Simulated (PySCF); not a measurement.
CH8OSi3.
SMILES with atom numbers: `[SiH3:1][Si@H:2]1[CH2:3][SiH2:4][O:5]1` (hydrogens: H6, H7, H8 on Si1; H9 on Si2; H10, H11 on C3; H12, H13 on Si4)

Level of theory: PySCF 2.14.0, PBE0-D3(BJ)/def2-SVP geometry optimisation, gas phase.

Question: Give the optimised bond lengths and angles.

Answer: 
```json
{"bond": "Si1–Si2", "length (Å)": "2.344"}
{"bond": "Si2–C3", "length (Å)": "1.905"}
{"bond": "C3–Si4", "length (Å)": "1.898"}
{"bond": "Si4–O5", "length (Å)": "1.700"}
{"bond": "Si2–O5", "length (Å)": "1.707"}
{"bond": "Si1–H6, Si1–H7, Si1–H8", "length (Å)": "1.496"}
{"bond": "Si2–H9", "length (Å)": "1.495"}
{"bond": "C3–H10", "length (Å)": "1.100"}
{"bond": "C3–H11", "length (Å)": "1.100"}
{"bond": "Si4–H12", "length (Å)": "1.492"}
{"bond": "Si4–H13", "length (Å)": "1.491"}
```

Bonds in one row agree within 0.01 Å and their mean is given. A selection of angles:
```json
{"angle": "Si2–Si1–H6", "degrees": "111.7"}
{"angle": "Si2–Si1–H7", "degrees": "109.0"}
{"angle": "H6–Si1–H7", "degrees": "109.1"}
{"angle": "Si1–Si2–C3", "degrees": "115.4"}
{"angle": "Si1–Si2–O5", "degrees": "112.0"}
{"angle": "Si1–Si2–H9", "degrees": "111.7"}
{"angle": "C3–Si2–O5", "degrees": "90.4"}
{"angle": "C3–Si2–H9", "degrees": "114.5"}
{"angle": "O5–Si2–H9", "degrees": "111.2"}
{"angle": "Si2–C3–Si4", "degrees": "83.2"}
{"angle": "Si2–C3–H10", "degrees": "115.8"}
{"angle": "Si2–C3–H11", "degrees": "115.5"}
{"angle": "Si4–C3–H10", "degrees": "115.4"}
{"angle": "Si4–C3–H11", "degrees": "116.2"}
{"angle": "H10–C3–H11", "degrees": "109.0"}
{"angle": "C3–Si4–O5", "degrees": "90.8"}
{"angle": "C3–Si4–H12", "degrees": "115.8"}
{"angle": "C3–Si4–H13", "degrees": "115.6"}
{"angle": "O5–Si4–H12", "degrees": "112.2"}
{"angle": "O5–Si4–H13", "degrees": "111.9"}
{"angle": "H12–Si4–H13", "degrees": "109.4"}
{"angle": "Si2–O5–Si4", "degrees": "95.6"}
```

Dihedral angles: Si1–Si2–C3–Si4 115° (anticlinal); Si2–C3–Si4–O5 0° (synperiplanar); C3–Si4–O5–Si2 0° (synperiplanar); Si1–Si2–O5–Si4 -118° (anticlinal).

Si4 (oxygen-bound silicon) has angles from 90.8° to 115.8°. Si2 (oxygen-bound silicon) has angles from 90.4° to 115.4°. Si1 (SiH3 silicon) is tetrahedral (angles from 108.5° to 111.7°). The 4-membered ring Si2–C3–Si4–O5 has internal angles of 83.2° to 95.6°; it is planar, 0.00 Å rms from its mean plane, widest ring torsion 0°.

Point group: C1 (no symmetry element, even within 0.4 Å). Not checked by PBE0-D3(BJ)/def2-SVP frequencies.
